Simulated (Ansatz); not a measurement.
`[NH2][Zr]([Cl])([Cl])[Cl]` + H₂O → `[NH2][Zr]([OH])([Cl])[Cl]` + HCl  (formal hydrolysis of a Zr–Cl bond)

Program: Ansatz. Geometries: PBE0-D4/def2-TZVP. ΔE: electronic, gas phase. CBS: MP2 limit from def2 TZ/QZ plus the TZ coupled-cluster correction, frozen cores. This one scheme is used for every species. Functionals use def2-TZVPP. B3LYP here is the variant with VWN-RPA as its local correlation; programs differ in this. HSE06 is defined as in plane-wave codes. Elements past krypton have def2 core potentials. For Zr outer-core shells are correlated without core-valence functions, which leaves a few kJ/mol of doubt a bond. One conformer a species, not always the lowest.

`[NH2][Zr]([Cl])([Cl])[Cl]`:

Z-matrix (Å, degrees):
```
Zr
Cl 1 2.336
Cl 1 2.336 2 114.6
N 1 1.991 2 107.1 3 118.7
Cl 1 2.344 2 109.6 3 -123.5
H 4 1.012 1 125.3 2 -152.9
H 4 1.012 1 125.3 2 28.3
```

H₂O:

Z-matrix (Å, degrees):
```
O
H 1 0.960
H 1 0.960 2 105.1
```

`[NH2][Zr]([OH])([Cl])[Cl]`:

```xyz
8

N    -0.983    0.229   -1.129
Zr    0.560    0.065    0.140
O    -0.159   -0.700    1.719
Cl    2.222   -1.298   -0.841
Cl    1.478    2.208    0.520
H    -0.926    0.603   -2.068
H    -1.937   -0.045   -0.937
H    -0.256   -1.062    2.596
```

HCl:

```xyz
2

Cl    0.114    0.571    0.264
H    -0.114   -0.571   -0.264
```

```tsv
level	ΔE (kcal/mol)	difference from CCSD(T)/CBS
LDA (SPW92)	4.6	-1.7
PBE-D4	6.0	-0.3
BLYP-D4	5.0	-1.3
r2SCAN-D4	6.2	-0.1
B97M-V	6.4	0.1
PBE0-D4	6.6	0.3
B3LYP-D4	5.5	-0.8
r2SCANh-D4	6.4	0.1
r2SCAN0-D4	6.6	0.3
HSE06-D4	6.8	0.5
BHLYP-D4	6.0	-0.3
CAM-B3LYP-D4	3.8	-2.5
ωB97M-V	4.9	-1.4
B2PLYP	5.3	-1.0
PBE-QIDH	6.6	0.3
PBE	5.7	-0.6
revPBE	5.9	-0.4
BLYP	4.4	-1.9
r2SCAN	6.1	-0.2
PBE0	6.3	0.0
B3LYP	4.9	-1.4
r2SCANh	6.3	0.0
r2SCAN0	6.5	0.2
HSE06	6.4	0.1
BHLYP	5.2	-1.1
CAM-B3LYP	3.3	-3.0
LC-ωPBE	3.3	-3.0
HF/def2-SVP	4.1	-2.2
MP2/def2-SVP	2.5	-3.8
CCSD/def2-SVP	1.9	-4.4
CCSD(T)/def2-SVP	2.2	-4.1
MP2/def2-TZVPP	6.3	0.0
SCS-MP2/def2-TZVPP	5.3	-1.0
CCSD/def2-TZVPP	4.9	-1.4
CCSD(T)/def2-TZVPP	5.3	-1.0
HF/def2-QZVPP	5.7	-0.6
MP2/def2-QZVPP	6.9	0.6
SCS-MP2/def2-QZVPP	6.0	-0.3
MP2/CBS(def2)	7.3	1.0
CCSD/CBS(def2)	5.9	-0.4
CCSD(T)/CBS	6.3	0
```

Largest T1 diagnostic among the species: 0.016.

At CCSD(T), def2-SVP lies −4.1 kcal/mol from the extrapolated value and def2-TZVPP −1.0 kcal/mol. Leaving LDA and LC-ωPBE aside and taking each functional with its dispersion term where it has one, the values spread over 3.0 kcal/mol, from CAM-B3LYP-D4 to HSE06-D4. LDA lies −1.1 kcal/mol from PBE without D4. From BLYP to BHLYP (50 % exact exchange), in def2-TZVPP and without D4, ΔE moves by +0.8 kcal/mol.
